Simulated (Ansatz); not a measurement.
One geometry of C9H10O (`c1ccc2c(c1)CCCO2`), several functionals.

```yaml
crystal:
  periodic: [false, false, false]
  atoms:
    - {symbol: C, position_ang: [1.563075, 1.133506, 1.911215]}
    - {symbol: C, position_ang: [1.338614, -0.128325, 2.447409]}
    - {symbol: C, position_ang: [0.576652, -1.049896, 1.756027]}
    - {symbol: C, position_ang: [0.032153, -0.718806, 0.518792]}
    - {symbol: C, position_ang: [0.237062, 0.547075, -0.032256]}
    - {symbol: C, position_ang: [1.008272, 1.455533, 0.685699]}
    - {symbol: C, position_ang: [-0.383959, 0.912629, -1.350901]}
    - {symbol: C, position_ang: [-1.513553, -0.044852, -1.689744]}
    - {symbol: C, position_ang: [-1.046470, -1.461226, -1.445646]}
    - {symbol: O, position_ang: [-0.712739, -1.679237, -0.085826]}
    - {symbol: H, position_ang: [2.159501, 1.860993, 2.448461]}
    - {symbol: H, position_ang: [1.760629, -0.396303, 3.409260]}
    - {symbol: H, position_ang: [0.388255, -2.040328, 2.153121]}
    - {symbol: H, position_ang: [1.165174, 2.444771, 0.265850]}
    - {symbol: H, position_ang: [0.375549, 0.876495, -2.141228]}
    - {symbol: H, position_ang: [-0.742763, 1.944831, -1.316254]}
    - {symbol: H, position_ang: [-2.385492, 0.154559, -1.059052]}
    - {symbol: H, position_ang: [-1.828135, 0.065012, -2.730570]}
    - {symbol: H, position_ang: [-1.822212, -2.192818, -1.674867]}
    - {symbol: H, position_ang: [-0.169642, -1.683594, -2.069489]}
basis:
  gaussian: {orbitals: def2-TZVPP}
hamiltonian: {xc: {name: PBE-QIDH}}
```

```sh
$ ansatz run in.yaml --threads 4 --pin off --events-out ev --progress --plain --max-ram 66560MiB --backend cuda --devices 0, --max-vram 37GiB
```

It prints (some lines left out):

```
Functional definition: PBE-QIDH
  name "PBE-QIDH"
  cite "Brémond, Sancho-García, Pérez-Jiménez & Adamo, J. Chem. Phys. 141, 031101 (2014) doi:10.1063/1.4890314"
  cite "Perdew, Burke & Ernzerhof, Phys. Rev. Lett. 77, 3865 (1996) doi:10.1103/PhysRevLett.77.3865"
  parameter a = 3^(-1/3)
  parameter c = 1/3
  exchange = (1 - a)*pbe_x + a*exact_x
  correlation = (1 - c)*pbe_c + c*(mp2_os + mp2_ss)
2718 factors; integrals over basis functions are off by at most 9.2e-4 eV
mean field evaluation 1: about -11507.7363 eV, gradient 5.3e1 eV
mean field evaluation 2: about -11508.1733 eV, gradient 5.2e1 eV
mean field evaluation 4: about -11514.8820 eV, gradient 4.4e0 eV
mean field evaluation 8: about -11514.9399 eV, gradient 5.6e-1 eV
mean field evaluation 16: about -11514.9407 eV, gradient 6.0e-4 eV
mean field -11514.94070973 eV, -423.1662659755 hartree, gradient 1.5e-6 eV, S^2 0.000000; 0 other end points of the search recorded, 0 dependent functions left out
10 core orbitals not correlated: weight in the atoms' cores, before any rotation towards them, 1.000 or more for the frozen orbitals, at most 0.000 for the correlated occupied ones
reference -11514.94072535 eV, -423.1662665493 hartree; 26, 26 occupied and 414, 414 virtual orbitals, 2718 factors
second order -51.45204220 eV of doubles, -0.00000000 eV of singles
Total energy: -11532.09140608 eV, -423.7965424411 hartree
```

Hardware: 4 threads of an AMD EPYC 7R13 on a shared host and a share of an NVIDIA H100 80 GB. Wall time 7.5 s, peak host memory 2.4 GiB.

With the line `hamiltonian: {xc: {name: B3LYP}, dispersion: d4}` and forces (abridged; 5.5 s):

```
Functional definition: B3LYP
mean field evaluation 16: about -11547.6044 eV, gradient 1.9e-2 eV
mean field -11547.60443220 eV, -424.3666356359 hartree, gradient 4.9e-5 eV, S^2 0.000000
Total energy: -11548.55645586 eV, -424.4016218600 hartree
Atom 0 force     0.112971     0.142674     0.100213 eV/Å
Atom 1 force     0.084117    -0.062180     0.196708 eV/Å
Atom 2 force    -0.028204    -0.181894     0.081962 eV/Å
Atom 3 force     0.135250     0.108779     0.162502 eV/Å
Atom 4 force     0.031261     0.016354     0.042253 eV/Å
Atom 5 force     0.032566     0.194258    -0.085094 eV/Å
Atom 6 force     0.076755     0.219209    -0.121669 eV/Å
Atom 7 force    -0.233588     0.064146    -0.116907 eV/Å
Atom 8 force    -0.088628    -0.232622    -0.336905 eV/Å
Atom 9 force    -0.091252    -0.231141     0.112070 eV/Å
Atom 10 force    -0.039081    -0.048327    -0.034265 eV/Å
Atom 11 force    -0.026467     0.019977    -0.063533 eV/Å
Atom 12 force     0.015748     0.071097    -0.023882 eV/Å
Atom 13 force    -0.006975    -0.067761     0.034463 eV/Å
Atom 14 force    -0.043868     0.012850     0.030264 eV/Å
Atom 15 force     0.022198    -0.052582    -0.016581 eV/Å
Atom 16 force     0.037009    -0.005507    -0.042460 eV/Å
Atom 17 force     0.004895    -0.003449     0.054068 eV/Å
Atom 18 force     0.053910     0.037096     0.000180 eV/Å
Atom 19 force    -0.048618    -0.000975     0.026614 eV/Å
Dipole moment:    -0.099647     0.129300    -0.333914 e Å
```

Changing it to `hamiltonian: {xc: {name: r2SCAN0}, dispersion: d4}` (abridged; 8 s):

```
Functional definition: r2SCAN0
mean field evaluation 16: about -11539.6301 eV, gradient 4.7e-4 eV
mean field -11539.63007380 eV, -424.0735833701 hartree, gradient 1.1e-5 eV, S^2 0.000000
Total energy: -11539.81592696 eV, -424.0804133475 hartree
```

With the line `hamiltonian: {xc: {name: B97M-V}}` (abridged; 3.1 s):

```
Functional definition: B97M-V
mean field evaluation 16: about -11547.4938 eV, gradient 5.1e-3 eV
mean field -11547.49384444 eV, -424.3625716106 hartree, gradient 8.7e-5 eV, S^2 0.000000
Total energy: -11547.49391984 eV, -424.3625743817 hartree
```

Changing it to `hamiltonian: {xc: {name: r2SCANh}, dispersion: d4}` (abridged; 7.5 s):

```
Functional definition: r2SCANh
mean field evaluation 16: about -11540.3549 eV, gradient 4.2e-3 eV
mean field -11540.35493869 eV, -424.1002216635 hartree, gradient 7.3e-5 eV, S^2 0.000000
Total energy: -11540.52479613 eV, -424.1064638092 hartree
```

The same input with `hamiltonian: {xc: {name: CAM-B3LYP}, dispersion: d4}` (abridged; 5.5 s):

```
Functional definition: CAM-B3LYP
mean field evaluation 16: about -11541.3681 eV, gradient 3.4e-4 eV
mean field -11541.36811001 eV, -424.1374550225 hartree, gradient 3.1e-5 eV, S^2 0.000000
Total energy: -11541.87952022 eV, -424.1562490012 hartree
```

B3LYP takes the VWN-RPA correlation (the form of Gaussian; ORCA's B3LYP/G).
